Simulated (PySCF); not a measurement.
Telling isomers of C7H4O3 apart by NMR

Theory: coordinates at the GFN2-xTB level, shieldings: GIAO PBE0/pcSseg-1, spin–spin couplings from B3LYP/pcJ-1 (spin–dipole term left out of most H,H and C,H couplings), in PySCF 2.14.0 with density-fitted response routines (no solvent, rapidly exchanging positions averaged, no relativistic terms, a single conformation).

Scale: ¹H (31.72 ppm), ¹³C (186.93 ppm) vs TMS (reference shieldings calculated alike). Multiplet labels drop J under 1 Hz and among equivalent protons, and merge close values. Unscaled 3J(H,H) run several per cent high. Where no couplings were computed, multiplicities follow the n + 1 count of equivalent neighbours, and m marks all less simple cases (inequivalent or close neighbours, rings, F or P nearby). Acid and N–H amide carbonyl carbons lie up to 10 ppm further downfield in solution (hydrogen bonding). Shifts are as computed. Against solution values, carbons near 30 ppm lie about +3 ppm off and those near 130 ppm about +5 ppm. Of 1211 compounds with measured shifts, 218 miss one by over three times the rms of a fit or turn the order of signals round; such compounds aren't used in these exercises. OH and NH positions are gas-phase values without hydrogen bonding to other molecules.

(1) Tabulate the signals of `C#CC(=C=CC(=O)O)C=O`, `O=Cc1cc2occc2o1` and their relative energies.

(2) What is the quickest way to tell C#CC(=C=CC(=O)O)C=O from O=Cc1cc2occc2o1?

Results:

(1) 
```json
{"SMILES": "C#CC(=C=CC(=O)O)C=O", "carbon types": "4×C 3×CH", "δC": "247.6, 192.1, 166.4, 98.1, 97.5, 95.5, 78.6", "δH": "9.69 (s, 1H), 6.31 (d, 1H), 6.28 (br s, 1H), 3.02 (d, 1H)", "E rel. (kcal/mol)": "41.2"}
{"SMILES": "O=Cc1cc2occc2o1", "carbon types": "3×C 4×CH", "δC": "183.1, 161.7, 161.3, 156.8, 155.2, 108.2, 104.6", "δH": "10.04 (s, 1H), 7.84 (m, 1H), 7.55 (s, 1H), 6.73 (m, 1H)", "E rel. (kcal/mol)": "0.0"}
```

Energies are electronic energies at PBE0/pcSseg-1 on these geometries, without zero-point or thermal terms, each for the one conformer computed, which needn't be the lowest.

(2) Both give the same number of carbon signals, but DEPT or the intensities differ. The first has a central carbon of an allene (C) at 247.6 ppm, the second an aromatic CH next to the ring oxygen at 155.2 ppm. Their most deshielded carbons lie at 247.6 and 183.1 ppm.
